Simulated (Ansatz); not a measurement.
Molecule: C₄H₁₀N, net charge 0, doublet state. It need not be the lowest isomer of its formula. SMILES: C(C)(C)[CH]N
Coordinates optimised at B3LYP-D3(BJ)/def2-TZVP (Ansatz, a program for electronic structure):
```xyz
15

C     -0.5525     1.4004    -0.5378
C     -0.4043    -0.1193    -0.3246
C     -1.7130    -0.7250     0.1849
C      0.7279    -0.4554     0.5909
N      2.0283    -0.2023     0.1459
H      0.3839     1.8381    -0.8852
H     -0.8238     1.8904     0.4006
H     -1.3315     1.6197    -1.2728
H     -0.1854    -0.5638    -1.3067
H     -1.6374    -1.8094     0.2768
H     -2.5408    -0.4921    -0.4876
H     -1.9627    -0.3211     1.1699
H      0.5829    -0.3478     1.6605
H      2.2060    -0.4704    -0.8129
H      2.7618    -0.5316     0.7557
```
Charge 0, spin multiplicity 2.

Quantity: atomisation energy (electronic, to ground-state atoms), in kcal/mol. Valence correlation only, unless marked. UHF or UKS for open shells. No spin-orbit coupling. Non-relativistic. The coupled-cluster limit lacks core correlation, which all-electron functionals hold. CBS marks a two-point X^-3 extrapolation of the correlation energy; Hartree-Fock from the larger set.

```json
[
 {"level": "HF/cc-pVQZ", "program": "Ansatz", "atomisation energy (kcal/mol)": "1014.4"},
 {"level": "PBE/def2-TZVPD", "program": "Ansatz", "atomisation energy (kcal/mol)": "1393.2"},
 {"level": "PBE-D3(BJ)/def2-TZVPD", "program": "Ansatz + dftd3", "atomisation energy (kcal/mol)": "1400.1"},
 {"level": "PBE-D4/def2-TZVPD", "program": "Ansatz + dftd4", "atomisation energy (kcal/mol)": "1399.5"}
]
```

Question: Predict the CCSD(T)/CBS(cc-pVTZ,cc-pVQZ) result (Ansatz).

Answer: 1366.4 kcal/mol
